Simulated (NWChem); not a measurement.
The numbers come from NWChem runs, not from measurements. System: thionyl fluoride (F$_{2}$OS), charge 0, spin multiplicity 1, at a geometry optimised with PBE0/def2-SVP. Level: RHF/3-21G.

Input file:

```
start mol
memory heap 200 mb stack 900 mb global 1100 mb
geometry units angstroms nocenter noautoz
  O     -1.391745    -0.329653     0.000000
  S     -0.160358     0.411194     0.000000
  F      0.761094    -0.218993     1.168964
  F      0.761094    -0.218993    -1.168964
  symmetry group Cs
end
basis spherical
  * library 3-21g
end
scf
  rhf
  nopen 0
  maxiter 100
  thresh 1e-7
  semidirect memsize 60000000 filesize 0
end
task scf energy
```

Part of the output:

```
             Northwest Computational Chemistry Package (NWChem) 7.3.0
             --------------------------------------------------------

                                NWChem Input Module
                                -------------------

 Scaling coordinates for geometry "geometry" by  1.889725989
 (inverse scale =  0.529177249)

 Turning off AUTOSYM since
 SYMMETRY directive was detected!

                             Geometry "geometry" -> ""
                             -------------------------

 Output coordinates in angstroms (scale by  1.889725989 to convert to a.u.)

  No.       Tag          Charge          X              Y              Z
 ---- ---------------- ---------- -------------- -------------- --------------
    1 O                    8.0000    -1.39174500    -0.32965300     0.00000000
    2 S                   16.0000    -0.16035800     0.41119400     0.00000000
    3 F                    9.0000     0.76109400    -0.21899300     1.16896400
    4 F                    9.0000     0.76109400    -0.21899300    -1.16896400

 Effective nuclear repulsion energy (a.u.)     190.8287848976

            Nuclear Dipole moment (a.u.)
            ----------------------------
        X                 Y               Z
 ---------------- ---------------- ----------------
     0.0000075589     0.0000113384     0.0000000000

      Symmetry information
      --------------------

 Group name             Cs
 Group number              2
 Group order               2
 No. of unique centers     3

      Symmetry unique atoms

     1    2    3


 Summary of "ao basis" -> "" (spherical)
 ------------------------------------------------------------------------------
       Tag                 Description            Shells   Functions and Types
 ---------------- ------------------------------  ------  ---------------------
 *                           3-21g                    on all atoms

 Summary of "ao basis" -> "ao basis" (spherical)
 ------------------------------------------------------------------------------
       Tag                 Description            Shells   Functions and Types
 ---------------- ------------------------------  ------  ---------------------
 O                           3-21g                   5        9   3s2p
 S                           3-21g                   7       13   4s3p
 F                           3-21g                   5        9   3s2p

                                 NWChem SCF Module
                                 -----------------

  ao basis        = "ao basis"
  functions       =    40
  atoms           =     4
  closed shells   =    21
  open shells     =     0
  charge          =   0.00
  wavefunction    = RHF
  use symmetry    = T
  symmetry adapt  = T

 Summary of "ao basis" -> "ao basis" (spherical)
 ------------------------------------------------------------------------------
       Tag                 Description            Shells   Functions and Types
 ---------------- ------------------------------  ------  ---------------------
 O                           3-21g                   5        9   3s2p
 S                           3-21g                   7       13   4s3p
 F                           3-21g                   5        9   3s2p

      Symmetry analysis of basis
      --------------------------

        a'         26
        a"         14

 Forming initial guess at       0.1s

      Superposition of Atomic Density Guess
      -------------------------------------

 Sum of atomic energies:        -667.61935220

      Non-variational initial energy
      ------------------------------

 Total energy =    -668.354960
 1-e energy   =   -1308.199238
 2-e energy   =     449.015493
 HOMO         =      -0.329214
 LUMO         =       0.063446

      Symmetry analysis of molecular orbitals - initial
      -------------------------------------------------

  Numbering of irreducible representations:

     1 a'          2 a"

  Orbital symmetries:

     1 a'          2 a'          3 a"          4 a'          5 a'
     6 a'          7 a"          8 a'          9 a'         10 a"
    11 a'         12 a'         13 a"         14 a'         15 a'
    16 a'         17 a"         18 a"         19 a'         20 a"
    21 a'         22 a"         23 a'         24 a'         25 a'
    26 a"         27 a'         28 a'         29 a"         30 a'
    31 a'

 Starting SCF solution at       0.2s

 ----------------------------------------------
         Quadratically convergent ROHF

 Convergence threshold     :          1.000E-07
 Maximum no. of iterations :          100
 Final Fock-matrix accuracy:          1.000E-09
 ----------------------------------------------

              iter       energy          gnorm     gmax       time
             ----- ------------------- --------- --------- --------
                 1     -667.5050392314  1.45D+00  3.54D-01      0.2
                 2     -667.6300582836  3.44D-01  1.00D-01      0.2
                 3     -667.6387624778  1.80D-01  6.09D-02      0.2
                 4     -667.6407652011  1.75D-02  6.53D-03      0.2
                 5     -667.6408163888  2.52D-04  7.26D-05      0.3
                 6     -667.6408164005  2.15D-08  5.95D-09      0.3

       Final RHF  results
       ------------------

         Total SCF energy =   -667.640816400505
      One-electron energy =  -1304.875941598018
      Two-electron energy =    446.406340299899
 Nuclear repulsion energy =    190.828784897614

        Time for solution =      0.1s

       Symmetry analysis of molecular orbitals - final
       -----------------------------------------------

  Numbering of irreducible representations:

     1 a'          2 a"

  Orbital symmetries:

     1 a'          2 a'          3 a"          4 a'          5 a'
     6 a'          7 a"          8 a'          9 a'         10 a"
    11 a'         12 a'         13 a"         14 a'         15 a'
    16 a"         17 a'         18 a"         19 a'         20 a"
    21 a'         22 a"         23 a'         24 a'         25 a'
    26 a"         27 a'         28 a'         29 a'         30 a"
    31 a'

             Final eigenvalues
             -----------------

              1
    1  -91.6219
    2  -26.2149
    3  -26.2140
    4  -20.4988
    5   -9.2053
    6   -6.8789
    7   -6.8761
    8   -6.8738
    9   -1.6929
   10   -1.6255
   11   -1.4680
   12   -0.9744
   13   -0.7791
   14   -0.7695
   15   -0.7351
   16   -0.6858
   17   -0.6678
   18   -0.6546
   19   -0.5874
   20   -0.5263
   21   -0.4814
   22    0.1073
   23    0.1588
   24    0.2655
   25    0.5189
   26    0.6019
   27    0.6113
   28    0.7018
   29    1.7939
   30    1.7970
   31    1.8895

                       ROHF Final Molecular Orbital Analysis
                       -------------------------------------

 Vector   19  Occ=2.000000D+00  E=-5.874205D-01  Symmetry=a'
              MO Center= -6.6D-01, -6.5D-02, -2.6D-15, r^2= 2.1D+00
   Bfn.  Coefficient  Atom+Function         Bfn.  Coefficient  Atom+Function
  ----- ------------  ---------------      ----- ------------  ---------------
     7      0.401793  1 O  px                 3      0.346504  1 O  px
    17     -0.322198  2 S  py                19     -0.214919  2 S  s
    30      0.188737  3 F  py                39      0.188737  4 F  py
    26      0.168559  3 F  py                35      0.168559  4 F  py
    16     -0.165625  2 S  px

 Vector   20  Occ=2.000000D+00  E=-5.263244D-01  Symmetry=a"
              MO Center= -9.4D-01, -2.8D-01, -3.9D-16, r^2= 1.6D+00
   Bfn.  Coefficient  Atom+Function         Bfn.  Coefficient  Atom+Function
  ----- ------------  ---------------      ----- ------------  ---------------
     9      0.535871  1 O  pz                 5      0.442279  1 O  pz
    29      0.190848  3 F  px                38     -0.190848  4 F  px
    22      0.159731  2 S  pz

 Vector   21  Occ=2.000000D+00  E=-4.813925D-01  Symmetry=a'
              MO Center= -6.2D-01, -5.5D-03, -4.5D-17, r^2= 2.0D+00
   Bfn.  Coefficient  Atom+Function         Bfn.  Coefficient  Atom+Function
  ----- ------------  ---------------      ----- ------------  ---------------
     8      0.479118  1 O  py                 4      0.384443  1 O  py
    19     -0.381388  2 S  s                 17     -0.296896  2 S  py
    30      0.169978  3 F  py                39      0.169978  4 F  py

 Vector   22  Occ=0.000000D+00  E= 1.072566D-01  Symmetry=a"
              MO Center= -2.6D-01,  3.2D-01,  7.7D-16, r^2= 2.1D+00
   Bfn.  Coefficient  Atom+Function         Bfn.  Coefficient  Atom+Function
  ----- ------------  ---------------      ----- ------------  ---------------
    22      0.747328  2 S  pz                18      0.533498  2 S  pz
     9     -0.395474  1 O  pz                28     -0.325034  3 F  s
    37      0.325034  4 F  s                  5     -0.239758  1 O  pz
    14     -0.230930  2 S  pz                29      0.228819  3 F  px
    38     -0.228819  4 F  px                30     -0.161045  3 F  py

 Vector   23  Occ=0.000000D+00  E= 1.588488D-01  Symmetry=a'
              MO Center=  2.1D-02,  3.3D-01,  5.6D-16, r^2= 2.1D+00
   Bfn.  Coefficient  Atom+Function         Bfn.  Coefficient  Atom+Function
  ----- ------------  ---------------      ----- ------------  ---------------
    20      0.824569  2 S  px                16      0.462069  2 S  px
     6      0.419593  1 O  s                 15      0.345247  2 S  s
    28     -0.326619  3 F  s                 37     -0.326619  4 F  s
     8      0.314767  1 O  py                31      0.307840  3 F  pz
    40     -0.307840  4 F  pz                17     -0.231967  2 S  py

 Vector   24  Occ=0.000000D+00  E= 2.654507D-01  Symmetry=a'
              MO Center= -3.2D-01,  8.9D-02,  6.3D-16, r^2= 2.3D+00
   Bfn.  Coefficient  Atom+Function         Bfn.  Coefficient  Atom+Function
  ----- ------------  ---------------      ----- ------------  ---------------
     6      0.949548  1 O  s                 20      0.799077  2 S  px
    21      0.716949  2 S  py                19     -0.678104  2 S  s
     7      0.556914  1 O  px                15     -0.354198  2 S  s
    17      0.304243  2 S  py                 3      0.255562  1 O  px
    11      0.222493  2 S  s                  8      0.215804  1 O  py

 center of mass
 --------------
 x =   0.03366280 y =  -0.00982808 z =   0.00000000

 moments of inertia (a.u.)
 ------------------
         217.426779049942           3.910155614166           0.000000000000
           3.910155614166         377.490812233942           0.000000000000
           0.000000000000           0.000000000000         224.085796268905

  Mulliken analysis of the total density
  --------------------------------------

    Atom       Charge   Shell Charges
 -----------   ------   -------------------------------------------------------
    1 O    8     8.77   1.99  0.43  2.05  1.58  2.72
    2 S   16    14.31   2.00  1.96  5.88  1.18  2.13  0.52  0.64
    3 F    9     9.46   1.99  0.45  2.44  1.56  3.03
    4 F    9     9.46   1.99  0.45  2.44  1.56  3.03

       Multipole analysis of the density wrt the origin
       ------------------------------------------------

     L   x y z        total         open         nuclear
     -   - - -        -----         ----         -------
     0   0 0 0     -0.000000      0.000000     42.000000

     1   1 0 0      0.255770      0.000000      0.000008
     1   0 1 0      1.129134      0.000000      0.000011
     1   0 0 1      0.000000      0.000000      0.000000

     2   2 0 0    -24.077876      0.000000     94.039770
     2   1 1 0     -0.914623      0.000000     -1.374164
     2   1 0 1     -0.000000      0.000000      0.000000
     2   0 2 0    -19.175712      0.000000     15.848025
     2   0 1 1      0.000000      0.000000      0.000000
     2   0 0 2    -21.490959      0.000000     87.835980

 Task  times  cpu:        0.3s     wall:        0.3s

 Total times  cpu:        0.3s     wall:        0.3s
```
